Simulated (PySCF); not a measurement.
## Electron correlation in Ti²⁺ (titanium, charge +2)

[Ar] 3d1 4s1, 4s spin antiparallel (an excited configuration). Calculation: PySCF 2.14, in dyall-av2z; no relativity, point nucleus. Frozen: [Ar]; 2 electrons correlated; the 25 highest virtual orbitals of each spin left out.

Total MP2 correlation energy: -4.12 mhartree.

Same-spin part 0.00 and opposite-spin part -4.12 mhartree; SCS-MP2 scales them by 1/3 and 6/5 to -4.94 mhartree.
